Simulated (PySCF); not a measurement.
# Radial density of B⁺ (boron, charge +1)

wB97X-V, [He] 2s2, closed-shell 1S. All numbers are calculated (PySCF 2.14, scalar relativity by spin-free X2C-1e, in ANO-RCC-VTZP (4s3p2d1f, 30 functions)).

```json
{"r (bohr)": "0.00417", "4πr²ρ (e/bohr)": "0.01577"}
{"r (bohr)": "0.00702", "4πr²ρ (e/bohr)": "0.04282"}
{"r (bohr)": "0.0118", "4πr²ρ (e/bohr)": "0.1146"}
{"r (bohr)": "0.0198", "4πr²ρ (e/bohr)": "0.2978"}
{"r (bohr)": "0.0334", "4πr²ρ (e/bohr)": "0.7342"}
{"r (bohr)": "0.0562", "4πr²ρ (e/bohr)": "1.654"}
{"r (bohr)": "0.0945", "4πr²ρ (e/bohr)": "3.203"}
{"r (bohr)": "0.159", "4πr²ρ (e/bohr)": "4.832"}
{"r (bohr)": "0.267", "4πr²ρ (e/bohr)": "4.818"}
{"r (bohr)": "0.450", "4πr²ρ (e/bohr)": "2.455"}
{"r (bohr)": "0.756", "4πr²ρ (e/bohr)": "0.8092"}
{"r (bohr)": "1.27", "4πr²ρ (e/bohr)": "1.180"}
{"r (bohr)": "2.14", "4πr²ρ (e/bohr)": "0.7765"}
{"r (bohr)": "3.60", "4πr²ρ (e/bohr)": "0.09154"}
{"r (bohr)": "6.05", "4πr²ρ (e/bohr)": "0.0008395"}
```

Densities and radii are taken from the X2C orbitals without a picture-change correction, which distorts them close to the nucleus.
